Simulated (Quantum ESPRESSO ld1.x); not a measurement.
Problem. These are the eigenvalues of the occupied orbitals of an atom or ion with whole-number occupations (Ry). All-electron calculation, non-relativistic Kohn-Sham, LDA (Slater exchange, Perdew-Wang correlation), spin-polarised, spherical densities, point nucleus. Program: ld1.x of Quantum ESPRESSO 7.5.

| orbital | eigenvalue |
|---|---|
| 1s up | -4551.0152 |
| 1s down | -4551.0153 |
| 2s up | -745.9265 |
| 2s down | -745.9158 |
| 2p up | -714.7651 |
| 2p down | -714.7566 |
| 3s up | -169.5856 |
| 3s down | -169.5815 |
| 3p up | -155.1505 |
| 3p down | -155.1464 |
| 3d up | -128.1540 |
| 3d down | -128.1473 |
| 4s up | -33.6977 |
| 4s down | -33.6888 |
| 4p up | -27.7108 |
| 4p down | -27.7013 |
| 4d up | -16.8037 |
| 4d down | -16.7918 |
| 5s up | -4.7790 |
| 5s down | -4.6643 |
| 5p up | -3.1025 |
| 5p down | -2.9696 |
| 4f up | -2.6771 |
| 4f down | -2.6529 |
| 5d up | -0.7627 |

Which element is it, and in what charge state? The configuration may be excited. Open shells, if any, are filled with parallel spins first.

Solution. Z = 73, tantalum, charge +1: Ta+ in [Xe] 4f14 5d4. The list shows which subshells hold electrons but not how many an open one holds; the 1s level, -2275.5 hartree, gives Z - s = 67.5 by -(Z - s)^2/2, which with screening narrows Z to a few neighbours, and the depths of the outer levels then fix element, charge and occupations together.
